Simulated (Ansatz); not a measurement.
Cost and result for the atomization energy of C₂H₇FSn, SMILES `[CH3][SnH2][CH2]F` (11 atoms, 10 bonds).

Z-matrix (Å, degrees):
```
C
Sn 1 2.137
H 1 1.090 2 110.4
H 1 1.090 2 109.3 3 120.1
H 1 1.090 2 110.0 3 -120.3
C 2 2.171 1 108.3 3 -174.3
H 2 1.710 1 110.9 3 -54.9
H 2 1.714 1 111.2 3 66.9
F 6 1.390 2 109.3 1 50.2
H 6 1.093 2 110.9 1 -68.9
H 6 1.093 2 111.6 1 169.9
```

Total charge 0; spin multiplicity 1. Correlated methods include outer-core shells of Sn, which these sets cover unevenly. Sn: def2 effective core potential. The structure was optimised at the PBE0-D4/def2-TZVP level. It is one conformer, not always the lowest. Program: Ansatz. All runs use 4 threads of an INTEL XEON PLATINUM 8581C on a shared host. Times are those of one run each, without the atoms' runs, and a repeat can differ threefold. Electronic energies, without spin–orbit coupling; frozen cores. CCSD(T)/CBS adds CCSD(T) − MP2 in def2-TZVPP to the MP2 limit, and its time is that of the two runs behind it. T1 = 0.012. With those shells the extrapolation isn't a true limit. B3LYP takes the VWN-RPA correlation (the form of Gaussian; ORCA's B3LYP/G). HSE06 is the plane-wave form, built on full-range PBE exchange.

CCSD(T)/CBS is a level of theory with its own doubt, some kJ/mol a heavy atom from the limit and from the frozen cores, so smaller differences don't rank the functionals.

| level | functions | wall time |
| --- | --- | --- |
| BLYP-D4/def2-TZVPP | 241 | 1.1 s |
| BHLYP-D4/def2-TZVPP | 241 | 2 s |
| r2SCANh-D4/def2-TZVPP | 241 | 2.1 s |
| HSE06-D4/def2-TZVPP | 241 | 2.5 s |
| B3LYP-D4/def2-TZVPP (with forces) | 241 | 2.6 s |
| CCSD(T)/def2-SVP | 103 | 3.7 s |
| PBE-QIDH/def2-TZVPP | 241 | 3.9 s |
| B2PLYP/def2-TZVPP | 241 | 4 s |
| ωB97X-V/def2-TZVPP | 241 | 4.2 s |
| ωB97M-V/def2-TZVPP (with forces) | 241 | 6 s |
| MP2/def2-QZVPP | 463 | 18 s |
| CCSD(T)/def2-TZVPP | 241 | 72 s |
| CCSD(T)/CBS(def2) | – | 90 s |

**Question.** What atomization energy does each give, and how far from CCSD(T)/CBS? (Best estimate.)

**Answer.** The calculation gave: 
```csv
level,atomization (kcal/mol),difference from CCSD(T)/CBS,per bond
BLYP-D4/def2-TZVPP,856.2,-9.9,-1.0
BHLYP-D4/def2-TZVPP,838.5,-27.6,-2.8
r2SCANh-D4/def2-TZVPP,856.4,-9.7,-1.0
HSE06-D4/def2-TZVPP,859.3,-6.8,-0.7
B3LYP-D4/def2-TZVPP (with forces),859.8,-6.3,-0.6
CCSD(T)/def2-SVP,814.2,-51.9,-5.2
PBE-QIDH/def2-TZVPP,853.6,-12.5,-1.2
B2PLYP/def2-TZVPP,850.4,-15.7,-1.6
ωB97X-V/def2-TZVPP,865.7,-0.4,0.0
ωB97M-V/def2-TZVPP (with forces),862.3,-3.8,-0.4
MP2/def2-QZVPP,858.6,-7.5,-0.7
CCSD(T)/def2-TZVPP,845.6,-20.5,-2.0
CCSD(T)/CBS(def2),866.1,0.0,0.0
```

At CCSD(T), def2-SVP lies −51.9 kcal/mol from the extrapolated value and def2-TZVPP −20.5 kcal/mol: correlation converges slowly with the basis, and small sets miss more of it in the bonded molecule than in its fragments. The D4 term adds +7.1 kcal/mol with B3LYP and +3.7 kcal/mol with PBE0; it sums over pairs of atoms, weighted by their polarisabilities, and B3LYP, whose exchange is more repulsive, gets the larger term. In def2-TZVPP, CCSD(T) changes the Hartree–Fock value by +217.0 kcal/mol (the triples alone add +11.2 kcal/mol) and MP2 by +217.9 kcal/mol; breaking electron pairs costs correlation energy, which Hartree–Fock lacks.

Spin–orbit coupling would lower the free Sn atoms strongly, and the atomization energy with them, by more than many differences here. For some Ge, Se and Sn compounds the MP2-based and the directly extrapolated limit differ by 10 to 25 kJ/mol.
